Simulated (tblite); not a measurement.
C3H13N3Si3.
Structure used (GFN2-xTB), in Å, numbered top down from 1:
```xyz
22
C3H13N3Si3 angstrom
C     -3.0148    0.1491    0.7579
C     -2.6853   -0.6724   -0.4429
C     -2.0183    0.6572   -0.2413
Si    -0.2095    0.7697    0.2517
N      0.3291   -0.7223    0.9343
Si     1.9289   -1.3664    0.8797
N      2.8915   -0.2031    0.0441
Si     2.4479    0.8201   -1.2731
N      0.7426    1.0401   -1.1619
H     -3.9856    0.6208    0.8085
H     -2.6486   -0.1769    1.7202
H     -2.0906   -1.5630   -0.3060
H     -3.4292   -0.7638   -1.2215
H     -2.3787    1.4567   -0.8765
H     -0.0314    1.8635    1.2297
H     -0.3320   -1.2385    1.4878
H      1.8856   -2.6675    0.1910
H      2.4931   -1.4991    2.2298
H      3.8805   -0.2728    0.2089
H      2.7268    0.2196   -2.5865
H      3.1878    2.0774   -1.0931
H      0.2995    1.4912   -1.9422
```

Calculated harmonic vibrations of the isolated species, GFN2-xTB (tblite), most abundant isotopes, no scaling. The method is semi-empirical: single wavenumbers can be off by several per cent or more. Modes of hydrogen on silicon can be 10 to 20 % off. One conformer, not necessarily the lowest.

Harmonic wavenumbers (cm⁻¹): 30.1, 40.6, 70.4, 91.3, 99.5, 167.1, 217.0, 242.9, 254.1, 271.7, 295.5, 325.6, 342.6, 389.4, 527.9, 549.2, 553.2, 560.9, 621.5, 639.3, 655.5, 663.8, 686.2, 733.5, 796.6, 800.5, 809.9, 816.6, 837.7, 845.4, 965.5, 976.4, 985.5, 992.0, 1007.1, 1024.4, 1068.0, 1069.6, 1115.5, 1154.3, 1162.1, 1192.9, 1209.1, 1250.9, 1359.3, 1450.8, 1494.3, 2130.0, 2147.8, 2164.7, 2196.5, 2201.1, 3038.0, 3069.4, 3076.3, 3079.7, 3094.2, 3501.0, 3504.6, 3511.4.

A = 1820, B = 674.6, C = 541.3 MHz; mass 175.042 u (most abundant isotopes); point group C1, symmetry number 1.

Zero-point energy?

½Σν̃ = 35064 cm⁻¹ = 419.45 kJ/mol.

Entropy at 273.15 K, 1 bar (ideal gas, RRHO, classical rotation)?

Translation 171.45, rotation 126.77, vibration 165.69: S = 463.9 J/(mol K).

And Cp and H(273.15 K) − H(0)?

Cp = 200.53 J/(mol K), of which vibrations give 167.27 (their classical limit is 60 R = 498.9); H(273.15 K) − H(0) = 32.26 kJ/mol without the zero-point energy, 23.17 from vibrations.

Blend soft modes into free rotors: weight 1/[1 + (100 cm⁻¹/ν̃)⁴] for the oscillator and the rest for a rotor with moment μB/(μ + B), μ = h/(8π²ν), B = 10⁻⁴⁴ kg m². What vibrational entropy results?

147.73 J/(mol K) in place of 165.69, which changes −T·S at 273.15 K by +4.91 kJ/mol.

How do the functions run with temperature in this model?

```
 T (K)  S (J/(mol K))  Cp (J/(mol K))  H − H(0) (kJ/mol)  G − H(0) (kJ/mol)  ln q(vib)
   150          368.3           126.2              12.15             -43.09       5.08
   250          446.8           186.7              27.77             -83.92       8.86
298.15          482.1           215.0              37.45            -106.29      10.66
   400          552.9           267.3              62.11            -159.04      14.43
   600          676.0           339.1             123.33            -282.27      21.57
   900          826.7           402.8             235.51            -508.56      31.33
```

q(vib) and H(0) count from the zero-point level.

Which modes carry the vibrational entropy at 273.15 K?

30.1 cm⁻¹: 23.64; 40.6 cm⁻¹: 21.16; 70.4 cm⁻¹: 16.61; 91.3 cm⁻¹: 14.48; 99.5 cm⁻¹: 13.78; 167.1 cm⁻¹: 9.64 J/(mol K); the other 54 give 66.39 together.

What must be added to the electronic energy to get the Gibbs energy at 273.15 K and 1 bar?

ZPE + [H(273.15 K) − H(0)] − T·S = 419.45 + 32.26 − 126.72 = 324.99 kJ/mol.

Hindered rotation and anharmonicity are outside this model. Other conformers, if any are populated, would add a mixing term that is left out. The structure is chiral; the term R ln 2 for an equal mix with its mirror image is left out.
